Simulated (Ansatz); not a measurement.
One change: `S[CH2][GeH3]` becomes `[GeH3][CH2][TeH]`.

Ansatz, PBE0-D4/def2-TZVP geometries, multiplicity 1. Each molecule was computed in one conformer, which needn't be the lowest.

Elements past krypton have def2 core potentials. Scalar relativity is left out up to krypton.

```
                               property  `S[CH2][GeH3]`
     HOMO energy (PBE0/def2-TZVPP) / eV           -6.75
    LUMO energy (B3LYP/def2-TZVPP) / eV           -0.16
HOMO–LUMO gap (ωB97M-V/def2-TZVPP) / eV           10.79
    HOMO–LUMO gap (PBE/def2-TZVPP) / eV            4.76
    HOMO energy (B3LYP/def2-TZVPP) / eV           -6.53
  HOMO–LUMO gap (B3LYP/def2-TZVPP) / eV            6.37
```

**Question.** Give the same properties after the change, and the shifts. (An estimate is asked.)

**Answer.** Ansatz gave: 
```json
{"property": "HOMO energy (PBE0/def2-TZVPP) / eV", "`[GeH3][CH2][TeH]`": "-6.17", "shift": "0.58"}
{"property": "LUMO energy (B3LYP/def2-TZVPP) / eV", "`[GeH3][CH2][TeH]`": "-1.00", "shift": "-0.84"}
{"property": "HOMO–LUMO gap (ωB97M-V/def2-TZVPP) / eV", "`[GeH3][CH2][TeH]`": "9.30", "shift": "-1.49"}
{"property": "HOMO–LUMO gap (PBE/def2-TZVPP) / eV", "`[GeH3][CH2][TeH]`": "3.54", "shift": "-1.22"}
{"property": "HOMO energy (B3LYP/def2-TZVPP) / eV", "`[GeH3][CH2][TeH]`": "-5.96", "shift": "0.57"}
{"property": "HOMO–LUMO gap (B3LYP/def2-TZVPP) / eV", "`[GeH3][CH2][TeH]`": "4.96", "shift": "-1.41"}
```

With PBE0 the HOMO rises by 0.58 eV and the LUMO falls by 0.87 eV, so the gap narrows by about 1.45 eV. PBE moves the HOMO by 0.42 eV and ωB97M-V by 0.65 eV.

B3LYP here is the variant with VWN-RPA as its local correlation; programs differ in this.

Spin–orbit coupling is left out; it splits and shifts lone-pair levels of the heavy atoms by tenths of an eV.
